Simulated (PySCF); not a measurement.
BBr2, SMILES [B+](Br)Br, charge +1.

Geometry: TPSSh-D3(BJ)/def2-TZVP.

Calculation: PySCF with M06-2X/def2-TZVPD.

The molecule is in vacuum.

Problem. Estimate the frontier levels, gap, dipole moment and polarisability. (An estimate is asked for; the answer gives what the named calculation found.)

Solution. 
The highest occupied level comes out as -16.67 eV and the lowest empty level is -7.29 eV. The orbital gap is 9.37 eV, the dipole moment about the centre of nuclear charge comes out as 0.00 D and the mean static polarisability comes out as 47.9 bohr³ (7.11 Å³). The polarisability, principal values comes out as 34.0, 34.0, 75.8 bohr³.
